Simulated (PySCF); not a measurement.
## Computed properties of CClF₂, SMILES F[C](F)Cl

CClF2, SMILES F[C](F)Cl (connectivity only; charge and spin as stated), charge +1, multiplicity 1. Geometry: ωB97X-D3(BJ)/def2-TZVP. The multiplicity is an assumed one; other spin states were not compared. The isomer is the one that the SMILES or the coordinates give; other isomers of the formula were not compared. One conformer was computed; it need not be the lowest. All values are computed for the isolated molecule unless a solvent is named; none is compared with measurement here.

**Structure.** The optimised structure has C2v symmetry. All 6 harmonic modes at ωB97X-D3(BJ)/def2-TZVP (PySCF) are real, so it is a minimum. With heavy atoms numbered as in [F:1][C:2]([F:3])[Cl:4], the shortest bond between them is C2–F3 at 1.250 Å and the longest C2–Cl4 at 1.614 Å.

**Vibrations.** The strongest infrared lines (harmonic, unscaled, degenerate partners summed) lie at 1453 cm⁻¹ (564 km/mol, C 72 %, F 25 %), 1561 cm⁻¹ (322 km/mol, C 71 %, F 29 %), 843 cm⁻¹ (23 km/mol, F 67 %, Cl 20 %, C 13 %). The softest mode is at 426 cm⁻¹ and the zero-point energy is 7.9 kcal/mol.

**Electronic structure.** r2SCAN/def2-TZVPD (PySCF) places the frontier levels at -16.56 and -11.08 eV, a gap of 5.48 eV and a mean polarisability of 24.4 bohr³. PBE/def2-TZVPD (PySCF) at the same geometry gives -16.17 and -11.28 eV, so its gap is 0.59 eV narrower. An orbital gap is neither the optical nor the fundamental gap.

**Excitations.** TDA-ωB97X/def2-SVPD (PySCF) has S1 at 5.66 eV (219 nm, f = 0.000, dark); the most intense of the 10 singlets computed lies at 7.65 eV (f = 0.21). T1 (TDA) is at 5.40 eV, 0.26 eV under S1. TDA-PBE/def2-SVPD (PySCF) puts S1 at 4.97 eV. No vertical singlet excitation falls in the visible range (under 3.1 eV).

**NMR.** GIAO shifts at PBE0/pcSseg-2 (PySCF) (non-relativistic, atoms alike by connectivity averaged): ¹³C at 202.0 ppm against TMS; ¹⁹F at 121.4 ppm against CFCl3. Without spin–orbit terms, shifts of atoms bonded to Cl or Br come out too high.

**Solvation.** SMD-M06-2X/def2-SVP (PySCF) gives -62.2 kcal/mol in water, -53.7 kcal/mol in chlorobenzene, -63.6 kcal/mol in acetonitrile (1 M in both phases, gas-phase geometry); of these solvents acetonitrile holds the molecule best.
